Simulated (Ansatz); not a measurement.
`O=CB[TeH]`, relaxed with RKS PBE0-D4/def2-TZVP in Ansatz 0.2.0 from a PBE-D4/def2-SVP geometry. The force threshold is 0.005 eV/Å; the program also tests the step.

The species carries charge 0 and has multiplicity 1. Te takes the def2 core potential.

Start:

```xyz
7

O     0.011   -1.352   -0.991
C    -0.412   -0.205   -0.908
B    -0.147    0.791    0.331
Te    1.030    0.047    1.914
H    -1.040    0.203   -1.761
H    -0.593    1.918    0.372
H     1.151   -1.402    1.043
```

```
         step  energy (eV)  largest force (eV/Å)  largest move (Å)
            1  -11099.1214                 1.122             0.000
            2  -11099.1663                 0.304             0.105
            3  -11099.1715                 0.091             0.038
            4  -11099.1733                 0.054             0.032
            5  -11099.1733                 0.047             0.004
 6 (rejected)  -11099.1725                 0.133             0.011
            7  -11099.1735                 0.003             0.005
            8  -11099.1735                 0.003             0.001
            9  -11099.1735                 0.007             0.004
           10  -11099.1735                 0.014             0.009
11 (rejected)  -11099.1734                 0.135             0.062
14 (rejected)  -11099.1726                 0.331             0.098
17 (rejected)  -11099.1742                 0.316             0.073
           20  -11099.1758                 0.043             0.018
           23  -11099.1786                 0.082             0.041
           26  -11099.1859                 0.376             0.065
           29  -11099.1923                 0.448             0.097
           32  -11099.2030                 0.053             0.051
           35  -11099.2056                 0.124             0.049
           38  -11099.2074                 0.125             0.016
           41  -11099.2083                 0.029             0.015
           44  -11099.2084                 0.013             0.014
           47  -11099.2084                 0.014             0.006
           49  -11099.2084                 0.002             0.002
```

End:

```xyz
7

O    -1.091   -1.253   -0.945
C    -0.485   -0.207   -0.930
B    -0.287    0.665    0.365
Te    1.152    0.164    1.806
H    -0.042    0.183   -1.882
H    -0.921    1.656    0.556
H     1.674   -1.207    1.030
```

Run time 5.3 min (2 threads of an Arm Neoverse N1 on a shared host); peak host memory 0.34 GiB.
